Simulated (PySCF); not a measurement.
# What a mistake does to a calculation on BCFH4Si

Calculated results; nothing here was measured. They come from PySCF 2.14.0, an open-source quantum chemistry program, on an isolated molecule that a program drew, which may never have been made. The molecule is BCFH4Si (charge 0, singlet), drawn as the SMILES string `C=[SiH]BF`.

Each row is a Hartree-Fock (HF) and frozen-core CCSD(T) single point in the cc-pV(D+d)Z basis, meant for a local HF minimum. Run 1 is clean. Each other run has one planted mistake out of seven kinds, and not every kind appears here: one electron removed, one electron added, multiplicity raised by two, geometry at a saddle point, minimal basis STO-3G, one bond length entered in bohr, all coordinates scaled. The reference is restricted for singlets and unrestricted otherwise, and also for a bond in bohr. Adding or removing an electron swaps singlet and doublet. Electrons count all cores. HOMO and LUMO are orbital energies over both spins, the gradient is its largest component, and the lowest frequency (negative if imaginary) is given only where the gradient is small. Bond lengths are over the 7 bonds as drawn. T1 is the CCSD diagnostic: over 0.02 (restricted) or 0.045 (unrestricted) a single reference is doubtful.

Geometry of the clean run:
```xyz
8
BCFH4Si, angstrom
C    -2.1197    1.1942   -0.1979
Si   -1.5315   -0.2685    0.4451
B    -2.7918   -1.6767    1.1795
F    -4.0973   -1.4338    1.1490
H    -1.4862    1.9763   -0.6015
H    -3.1842    1.4015   -0.2273
H    -0.0830   -0.5467    0.4834
H    -2.4418   -2.7257    1.6451
```

| run | electrons | basis functions | <S^2> | HOMO (eV) | LUMO (eV) | gradient (hartree/bohr) | lowest frequency (cm^-1) | mean bond (Å) | longest bond (Å) | T1 | HF (hartree) | CCSD(T) (hartree) | mistake |
|---|---|---|---|---|---|---|---|---|---|---|---|---|---|
| 1 | 38 | 85 | 0.000 | -8.56 | 1.00 | 6.3e-06 | 117 | 1.4147 | 2.027 | 0.0165 | -453.23931 | -453.80037 | no fault |
| 2 | 38 | 85 | 1.293 | -8.37 | 1.18 | 4.6e-02 | - | 1.5526 | 2.050 | 0.0693 | -453.11896 | -453.66002 | one bond length entered in bohr |
| 3 | 38 | 85 | 2.023 | -6.77 | 0.14 | 1.1e-01 | - | 1.4147 | 2.027 | 0.0150 | -453.19623 | -453.71705 | multiplicity raised by two |
| 4 | 37 | 85 | 0.756 | -17.50 | -6.75 | 5.0e-02 | - | 1.4147 | 2.027 | 0.0165 | -452.97096 | -453.47929 | one electron removed |
| 5 | 38 | 28 | 0.000 | -5.68 | 5.81 | 4.0e-02 | - | 1.4147 | 2.027 | 0.0177 | -447.69206 | -447.92430 | ? |

**Which mistake was planted in run 5, and what did it cost?**

It has 28 basis functions where the clean run has 85, with the same electrons and geometry. So the mistake is: minimal basis STO-3G. Subtracting run 1 and multiplying by 627.51 kcal/mol a hartree, the energy moved by 3481.0 kcal/mol in HF and 3687.3 kcal/mol in CCSD(T).

Cautions from the logs. Run 2: T1 is over the limit, so its CCSD(T) energy is less reliable.
